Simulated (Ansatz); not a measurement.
`C[O][SnH2][F]`, 9 atoms. Total charge 0; spin multiplicity 1. Correlated methods include outer-core shells of Sn, which these sets cover unevenly. Sn takes the def2 core potential. All runs use 4 threads of a server CPU on a shared host. Correlated methods freeze the cores.

Question: Give the basis size and wall time and peak host memory of each of these runs in Ansatz. RKS PBE0-D4/def2-QZVPP energy; RKS revPBE-D4/def2-TZVPP energy; RKS PBE0-D4/def2-TZVP relaxation (40 steps); RKS PBE0-D4/def2-TZVP frequencies; RKS PBE-QIDH (frozen core)/def2-TZVPP energy; RKS ωB97M-V/def2-SVP energy; RKS ωB97M-V/def2-QZVPP energy; RKS PBE0-D4/def2-SVP energy; RKS BHLYP-D4/def2-TZVPP energy; direct RPA on PBE orbitals/def2-TZVPP energy; RKS HSE06-D4/def2-TZVPP energy; RHF-CCSD(T)/def2-SVP energy. (Estimate.)

Answer: Ansatz gave: Other jobs shared the machine, so times are rough.

| level | job | functions | wall time | peak host memory (GiB) |
| --- | --- | --- | --- | --- |
| RKS PBE0-D4/def2-SVP | energy | 93 | 0.75 s | 0.2 |
| RKS revPBE-D4/def2-TZVPP | energy | 213 | 1.1 s | 0.25 |
| RKS BHLYP-D4/def2-TZVPP | energy | 213 | 1.7 s | 0.48 |
| RKS HSE06-D4/def2-TZVPP | energy | 213 | 1.8 s | 0.49 |
| RKS ωB97M-V/def2-SVP | energy | 93 | 2.4 s | 0.3 |
| RHF-CCSD(T)/def2-SVP | energy | 93 | 3.1 s | 0.44 |
| RKS PBE-QIDH (frozen core)/def2-TZVPP | energy | 213 | 3.2 s | 0.53 |
| direct RPA on PBE orbitals/def2-TZVPP | energy | 213 | 3.6 s | 0.51 |
| RKS PBE0-D4/def2-QZVPP | energy | 403 | 4.1 s | 1.1 |
| RKS ωB97M-V/def2-QZVPP | energy | 403 | 8 s | 1.4 |
| RKS PBE0-D4/def2-TZVP | relaxation (40 steps) | 173 | 73 s | 0.43 |
| RKS PBE0-D4/def2-TZVP | frequencies | 173 | 75 s | 0.42 |

HSE06 is defined as in plane-wave codes.
